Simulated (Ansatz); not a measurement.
Start from `CCCCCl` and change one atom or group to get `CC[CH2][SnH3]`.

Ansatz, PBE0-D4/def2-TZVP geometries, multiplicity 1. Each molecule was computed in one conformer, which needn't be the lowest.

Elements past krypton have def2 core potentials.

```
                                          property  `CCCCCl`
               HOMO energy (B3LYP/def2-TZVPP) / eV     -7.97
size of the dipole moment (ωB97M-V/def2-TZVPP) / D      1.97
             LUMO energy (ωB97M-V/def2-TZVPP) / eV      2.60
             HOMO energy (ωB97M-V/def2-TZVPP) / eV    -10.54
           HOMO–LUMO gap (ωB97M-V/def2-TZVPP) / eV     13.13
               LUMO energy (B3LYP/def2-TZVPP) / eV      0.66
```

Problem. What does the change do to each property? (Estimate.)

Solution. The calculation gave: 
| property | `CC[CH2][SnH3]` | shift |
| --- | --- | --- |
| HOMO energy (B3LYP/def2-TZVPP) / eV | -7.62 | 0.35 |
| size of the dipole moment (ωB97M-V/def2-TZVPP) / D | 0.91 | -1.06 |
| LUMO energy (ωB97M-V/def2-TZVPP) / eV | 1.63 | -0.97 |
| HOMO energy (ωB97M-V/def2-TZVPP) / eV | -9.97 | 0.57 |
| HOMO–LUMO gap (ωB97M-V/def2-TZVPP) / eV | 11.59 | -1.54 |
| LUMO energy (B3LYP/def2-TZVPP) / eV | 0.09 | -0.57 |

With PBE0 the HOMO rises by 0.40 eV and the LUMO falls by 0.62 eV, so the gap narrows by about 1.02 eV. PBE moves the HOMO by 0.13 eV and ωB97M-V by 0.57 eV. Dipoles are sizes alone; their direction can turn.

B3LYP here is the variant with VWN-RPA as its local correlation; programs differ in this.
